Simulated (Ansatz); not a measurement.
CH2NO, SMILES N[C]=O, multiplicity 2.

Coordinates come from a TPSSh-D3(BJ)/def2-TZVP optimisation. The isomer is the one that the SMILES or the coordinates give; other isomers of the formula were not compared. The values are those of a single conformer.

Two levels are set side by side: PBE/def2-TZVPD (Ansatz, an electronic-structure program) and PBE0/def2-TZVPD (Ansatz). Energy differences of separate SCF runs at the same geometry; the states with an electron removed or added have multiplicity 1 and 1. Differences are taken from unrounded values.

| quantity | PBE0 |
|---|---|
| vertical ionisation energy (eV) | 9.11 |

### Question
What does PBE give, and how far is it from PBE0? (The exact figures need the calculation; the answer reports its results.)

### Answer

```json
[
 {"quantity": "vertical ionisation energy (eV)", "PBE": "8.85", "PBE minus PBE0": "-0.27"}
]
```
